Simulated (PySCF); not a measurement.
Compound: C5H7O3 (doublet state).
Geometry (GFN2-xTB, Å), atoms numbered from 1 in this order:
```
atom  x, y, z in Å
C1     2.5159    0.2865   -0.2667
O2     1.5886   -0.7354   -0.5790
C3     0.2829   -0.4489   -0.3646
C4    -0.6792   -1.3335   -0.6979
O5    -2.0029   -1.0494   -0.5679
C6    -2.2995    0.1394    0.0075
C7    -1.2616    0.7572    0.8752
O8     0.0112    0.7536    0.2186
H9     3.4936   -0.1268   -0.5034
H10    2.4687    0.5535    0.7919
H11    2.3326    1.1809   -0.8667
H12   -0.4710   -2.2840   -1.1494
H13   -3.3483    0.3057    0.1574
H14   -1.1438    0.2086    1.8302
H15   -1.4915    1.8007    1.0930
```

The hyperfine couplings belong to this conformer and change with its torsions.

Identity: `[CH]1COC(=CO1)OC` [radical].

Computed with UKS B3LYP, pcH-1 on C H O, non-relativistic, mean-field spin-orbit, GIAO (PySCF 2.14.0). One conformer (not necessarily the lowest) at the GFN2-xTB geometry, without solvent, vibrations or thermal averaging. A GFN2-xTB geometry isn't a minimum of the functional, and hyperfine couplings can be far from their values at a DFT geometry. No stability test was run, so a lower SCF solution isn't excluded.

Where do the isotropic ENDOR lines of H14/H15, H13, H12 and H9/H10/H11 fall at 343.8 mT, to first order?

For S = 1/2 in fast tumbling each set of equivalent nuclei gives two lines, ν± = |νn ± a/2| to first order, with νn = g_N μN B/h and μN/h = 7.62259 MHz/T.

```json
{"nuclei": "H14/H15", "isotope": "1H", "g_N": "5.5857", "νn (MHz)": "14.64", "a_iso (MHz)": "47.72", "lower line (MHz)": "9.22", "upper line (MHz)": "38.50"}
{"nuclei": "H13", "isotope": "1H", "g_N": "5.5857", "νn (MHz)": "14.64", "a_iso (MHz)": "-43.87", "lower line (MHz)": "7.30", "upper line (MHz)": "36.57"}
{"nuclei": "H12", "isotope": "1H", "g_N": "5.5857", "νn (MHz)": "14.64", "a_iso (MHz)": "1.84", "lower line (MHz)": "13.72", "upper line (MHz)": "15.56"}
{"nuclei": "H9/H10/H11", "isotope": "1H", "g_N": "5.5857", "νn (MHz)": "14.64", "a_iso (MHz)": "1.48", "lower line (MHz)": "13.90", "upper line (MHz)": "15.38"}
```

Which pairs are centred on the nuclear Larmor frequency, and which on half the coupling?

Centred on νn, since |a| < 2νn: H12 and H9/H10/H11. Centred on |a|/2 and split by 2νn: H14/H15 and H13.

At what field would the lower line of H14/H15 fall to zero frequency?

Where νn = |a|/2, that is B = 23.86 MHz/(5.5857 × 7.62259 MHz/T) = 560 mT, as far as first order holds there.

Class means assume fast exchange of nuclei equivalent by connectivity; if that motion is slow, each nucleus keeps its own coupling. The 1H value of +47.7 MHz is a mean of couplings from 17.9 to 77.5 MHz in this one geometry, not an average over conformers.

Largest spin populations (Mulliken): C6 (+0.81), O5 (+0.13), C3 (+0.10) and C4 (-0.06). No atom but C6 exceeds +0.15. The angles at C6 add up to 354.0°, so it is nearly planar; its axial dipolar tensor and the negative coupling of its proton fit spin in a p orbital normal to that plane.
